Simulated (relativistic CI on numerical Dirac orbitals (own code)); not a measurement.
## Sensitivity of the levels of Pm VI to α and to the nuclear radius

These numbers are calculated, not measured: Dirac-Coulomb-Breit CI, orbitals from a KLI potential per configuration, valence Slater integrals scaled by 0.85, P86 correlation energy added to each configuration, derivatives by finite differences, QED left out (own radial code, finite nucleus).

Configurations in the expansion (outside the closed core [Kr] 4d10): 4f³5s²5p⁵, 4f²5s²5p⁶, 4f5s²5p⁶5d, 4f³5s5p⁶, 4f5s²5p⁶6s, 4f²5s²5p⁵6s, 4f5s²5p⁶5f, 4f5s²5p⁶6p. The list is cut by size and lacks configurations that can hold low levels.

With x = (α/α₀)² − 1 an excitation energy changes as ω = ω₀ + qx; K = 2q/ω₀ is the relative enhancement. Terms are leading LS components, so labels can repeat. The field-shift factor is F = δν/δ⟨r²⟩ for the transition from the lowest level.

Lowest level 4f²5s²5p⁶ ³H4.

```tsv
Level	ω₀ (cm⁻¹)	q (cm⁻¹)	K	F (GHz/fm²)
4f²5s²5p⁶ ³H5	3452.6	3346	1.94	0.139
4f²5s²5p⁶ ³H6	6945.4	6358	1.83	0.27
4f²5s²5p⁶ ³F2	7273.3	747.4	0.206	0.141
4f²5s²5p⁶ ¹G4	9530.5	2768	0.581	0.228
4f²5s²5p⁶ ³F3	9539.7	3147	0.66	0.237
4f²5s²5p⁶ ³F4	14095.5	6765	0.96	0.401
4f²5s²5p⁶ ¹D2	25029.2	2483	0.198	0.475
4f²5s²5p⁶ ¹I6	29998.0	2863	0.191	0.56
4f²5s²5p⁶ ³P0	30501.0	1134	0.0744	0.499
4f²5s²5p⁶ ³P1	31523.2	2411	0.153	0.551
4f²5s²5p⁶ ³P2	33401.3	4701	0.281	0.644
4f³5s²5p⁵ ⁵H3	52577.2	36790	1.4	-7.88
4f³5s²5p⁵ ⁵H4	54432.8	37770	1.39	-7.83
```

At this charge configurations can still be misplaced by up to about 7 % of their energy. Levels and lines within the n = 5 or 6 shells can be off by up to 10 % or somewhat more, and those that change n by about 2 %, since core polarisation is missing. Levels that differ in their count of f electrons can be misplaced by several ten thousand cm⁻¹, since the correlation energy of f electrons is missing or only estimated; rates across such gaps can be off by orders of magnitude.
